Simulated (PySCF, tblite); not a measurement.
Isomers of C5H11FSi, one GFN2-xTB conformer each. Single-point energies are computed at PBE0/pcSseg-1 (PySCF, gas phase, no added dispersion term), electronic only.

```
                SMILES  GFN2-xTB relative energy (kcal/mol)
     C/C=C(\F)[SiH2]CC                                 13.5
     CC(C)[SiH2]/C=C\F                                 15.5
  CC[C@@]1(CF)C[SiH2]1                                 20.2
C=C(C)[SiH2][C@@H](C)F                                 16.5
   C/C(F)=C(/C)C[SiH3]                                  0.0
     C/C=C(/F)[SiH2]CC                                 12.9
```

Conformers: `[CH3:1]/[CH:2]=[C:3](\[F:4])[SiH2:5][CH2:6][CH3:7]` with C2–C3–Si5–C6 114°, C3–Si5–C6–C7 -56°; `[CH3:1][CH:2]([CH3:3])[SiH2:4]/[CH:5]=[CH:6]\[F:7]` with C1–C2–Si4–C5 -179°, C2–Si4–C5–C6 57°; `[CH3:1][CH2:2][C@@:3]1([CH2:4][F:5])[CH2:6][SiH2:7]1` with C1–C2–C3–C4 -68°, C2–C3–C4–F5 -67°; `[CH2:1]=[C:2]([CH3:3])[SiH2:4][C@@H:5]([CH3:6])[F:7]` with C1–C2–Si4–C5 11°, C2–Si4–C5–C6 71°; `[CH3:1]/[C:2]([F:3])=[C:4](/[CH3:5])[CH2:6][SiH3:7]` with C2–C4–C6–Si7 92°; `[CH3:1]/[CH:2]=[C:3](/[F:4])[SiH2:5][CH2:6][CH3:7]` with C2–C3–Si5–C6 -73°, C3–Si5–C6–C7 179°.

Task: What does PBE0/pcSseg-1 give for the same structures?

Result: 
| SMILES | PBE0/pcSseg-1 E (Eh) | PBE0/pcSseg-1 (kcal/mol) | GFN2-xTB (kcal/mol) | point group |
| --- | --- | --- | --- | --- |
| C/C=C(\F)[SiH2]CC | -585.96625 | 0.0 | 13.5 | C1 |
| CC(C)[SiH2]/C=C\F | -585.96278 | 2.2 | 15.5 | C1 |
| C/C(F)=C(/C)C[SiH3] | -585.96213 | 2.6 | 0.0 | C1 |
| C/C=C(/F)[SiH2]CC | -585.96058 | 3.6 | 12.9 | C1 |
| C=C(C)[SiH2][C@@H](C)F | -585.95340 | 8.1 | 16.5 | C1 |
| CC[C@@]1(CF)C[SiH2]1 | -585.93999 | 16.5 | 20.2 | C1 |

GFN2-xTB puts C/C(F)=C(/C)C[SiH3] lowest instead; measured from each level's own lowest isomer, the values differ by up to 13.5 kcal/mol (C/C=C(\F)[SiH2]CC: 13.5 against 0.0). As drawn, the lowest has a C=C bond outside aromatic rings, which the highest lacks; the highest has a three-membered ring, which the lowest lacks. Neighbours under 2.5 kcal/mol apart (C/C=C(\F)[SiH2]CC and CC(C)[SiH2]/C=C\F; CC(C)[SiH2]/C=C\F and C/C(F)=C(/C)C[SiH3]; C/C(F)=C(/C)C[SiH3] and C/C=C(/F)[SiH2]CC) can change places with a better method, another conformer or zero-point energy. C/C=C(\F)[SiH2]CC and C/C=C(/F)[SiH2]CC are stereoisomers, 3.6 kcal/mol apart in the conformers taken.

Task: Which frontier levels, dipoles and rotational constants go with these structures?

Result: 
```
                SMILES  HOMO (eV, PBE0/pcSseg-1)  LUMO (eV)  dipole (D)      A, B, C (MHz)
     C/C=C(\F)[SiH2]CC                     -7.18       0.08        1.40   3258, 1144, 1071
     CC(C)[SiH2]/C=C\F                     -7.55      -0.32        1.13   3190, 1237, 1156
   C/C(F)=C(/C)C[SiH3]                     -6.43       0.62        1.54   3070, 1322, 1055
     C/C=C(/F)[SiH2]CC                     -7.07      -0.08        2.14  2946, 1207, 959.2
C=C(C)[SiH2][C@@H](C)F                     -7.73      -0.28        2.31  3932, 1145, 993.3
  CC[C@@]1(CF)C[SiH2]1                     -6.78       0.22        1.68   2352, 1855, 1285
```

Task: What happens when harmonic zero-point energies from GFN2-xTB frequencies are added?

Result: 
| SMILES | ZPE (kcal/mol) | electronic (kcal/mol) | with ZPE (kcal/mol) |
| --- | --- | --- | --- |
| C/C=C(\F)[SiH2]CC | 89.4 | 0.0 | 0.0 |
| CC(C)[SiH2]/C=C\F | 89.7 | 2.2 | 2.5 |
| C/C(F)=C(/C)C[SiH3] | 87.9 | 2.6 | 1.1 |
| C/C=C(/F)[SiH2]CC | 89.5 | 3.6 | 3.6 |
| C=C(C)[SiH2][C@@H](C)F | 89.2 | 8.1 | 7.9 |
| CC[C@@]1(CF)C[SiH2]1 | 90.8 | 16.5 | 17.9 |

The zero-point energies span 2.9 kcal/mol. The lowest isomer stays, but the order above it changes.
